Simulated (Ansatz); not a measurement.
A CCSD(T) single point on `C=N/C([SiH3])=C\Cl`.

```yaml
crystal:
  periodic: [false, false, false]
  atoms:
    - {symbol: C, position_ang: [0.106101, -1.602963, 1.394398]}
    - {symbol: N, position_ang: [0.763656, -0.696850, 0.815266]}
    - {symbol: C, position_ang: [0.125011, 0.299636, 0.086849]}
    - {symbol: Si, position_ang: [0.368111, 0.249093, -1.771720]}
    - {symbol: C, position_ang: [-0.526533, 1.333915, 0.624604]}
    - {symbol: Cl, position_ang: [-0.760982, 1.556266, 2.315565]}
    - {symbol: H, position_ang: [-0.985850, -1.671666, 1.353355]}
    - {symbol: H, position_ang: [0.644300, -2.358846, 1.963540]}
    - {symbol: H, position_ang: [-0.341857, 1.412273, -2.361199]}
    - {symbol: H, position_ang: [-0.201244, -1.015597, -2.306270]}
    - {symbol: H, position_ang: [1.813402, 0.300761, -2.105153]}
    - {symbol: H, position_ang: [-0.927315, 2.138876, 0.024766]}
basis:
  gaussian: {orbitals: def2-TZVPP}
correlation: {method: ccsd_t}
```

```sh
$ ansatz run in.yaml --threads 4 --pin off --events-out ev --progress --plain --max-ram 10444MiB
```

Output of Ansatz, abridged:

```
Functional definition: HF
1730 factors; integrals over basis functions are off by at most 9.8e-4 eV
mean field evaluation 1: about -25030.9888 eV, gradient 3.2e1 eV
mean field evaluation 2: about -25031.3759 eV, gradient 3.2e1 eV
mean field evaluation 4: about -25034.6354 eV, gradient 6.4e0 eV
mean field evaluation 8: about -25034.7603 eV, gradient 3.5e-1 eV
mean field evaluation 16: about -25034.7613 eV, gradient 1.3e-6 eV
mean field -25034.76125045 eV, -920.0105067836 hartree, gradient 1.3e-6 eV, S^2 0.000000; 0 other end points of the search recorded, 0 dependent functions left out
14 core orbitals not correlated: weight in the atoms' cores, before any rotation towards them, 1.000 or more for the frozen orbitals, at most 0.000 for the correlated occupied ones
reference -25034.76125045 eV, -920.0105067836 hartree; 17, 17 occupied and 261, 261 virtual orbitals, 1730 factors
second order -26.98150386 eV of doubles, -0.00000000 eV of singles
cycle   1  -27.47969516 eV  change   -5.0e-1 eV  update   1.2e-1
cycle   2  -28.26678558 eV  change   -7.9e-1 eV  update   3.9e-2
cycle   3  -28.44088774 eV  change   -1.7e-1 eV  update   2.0e-2
cycle   4  -28.42714832 eV  change    1.4e-2 eV  update   5.2e-3
cycle   5  -28.42783542 eV  change   -6.9e-4 eV  update   2.6e-3
cycle   6  -28.42864781 eV  change   -8.1e-4 eV  update   7.1e-4
cycle   7  -28.42823220 eV  change    4.2e-4 eV  update   3.4e-4
cycle   8  -28.42822342 eV  change    8.8e-6 eV  update   1.4e-4
cycle   9  -28.42824888 eV  change   -2.5e-5 eV  update   6.4e-5
cycle  10  -28.42820194 eV  change    4.7e-5 eV  update   2.8e-5
cycle  11  -28.42821619 eV  change   -1.4e-5 eV  update   1.5e-5
perturbative correction -1.36046070 eV, -0.0499960087 hartree
Total energy: -25064.54992735 eV, -921.1052204679 hartree
```

Run time 3.6 min (4 threads of an Intel Xeon Platinum 8259CL on a shared host); peak host memory 9.2 GiB.

Correlation energy per correlated electron: -0.876 eV. T1 diagnostic: 0.0130.
